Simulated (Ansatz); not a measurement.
Li7H8⁻, relaxed as a singlet with RKS PBE0-D4/def2-TZVPD in Ansatz, starting from the GFN1-xTB geometry. Force threshold 0.02 eV/Å.

Another isomer (singlet) lies 0.25 eV lower at PBE0-D4/def2-TZVPD; other spin states weren't run for this one.

Start:

```xyz
15

Li    2.262    0.914   -1.276
Li    2.450   -1.148   -0.291
Li    1.028    1.050    0.857
Li   -1.766    0.583    1.644
Li   -1.085    0.953   -0.955
Li   -0.463   -1.595   -0.033
Li   -2.844   -0.549   -0.122
H    -2.614    1.255    0.089
H    -2.400   -1.130    1.457
H     2.722    0.546    0.525
H    -0.203    1.059    2.078
H     0.604    1.611   -0.992
H     1.124   -2.103    0.281
H     2.742   -0.583   -1.955
H    -1.555   -0.862   -1.307
```

```csv
step,energy (eV),largest force component (eV/Å),SCF passes
1,-1562.3550,0.369,11
2,-1562.4655,0.294,15
3,-1562.5472,0.140,16
4,-1562.5790,0.062,15
5,-1562.5829,0.015,17
6,-1562.5838,0.012,17
7,-1562.5842,0.009,12
```

Force components are those of the run's own axes.

End:

```xyz
15

Li    2.125    0.909   -1.313
Li    2.291   -1.261   -0.342
Li    1.057    1.292    0.980
Li   -1.740    0.574    1.659
Li   -0.992    1.032   -1.013
Li   -0.546   -1.739    0.205
Li   -2.762   -0.559   -0.263
H    -2.568    1.181    0.057
H    -2.122   -1.225    1.249
H     2.546    0.484    0.433
H    -0.233    1.232    2.139
H     0.596    1.787   -0.855
H     1.073   -2.325    0.354
H     2.607   -0.607   -2.033
H    -1.332   -0.774   -1.256
```

By distances, no bond broke or formed. The bond that changes most is Li6–H15, from 1.83 to 1.92 Å (atoms count from 1). A close non-bonded pair moves further: Li6–H9, from 2.49 to 1.96 Å.

The force fell under the threshold at step 5, but the optimiser went on. No frequencies were taken in this run, so the end may be a saddle point.

Hardware: 4 threads of Arm Neoverse V2 on a shared host. Wall time 16 s.
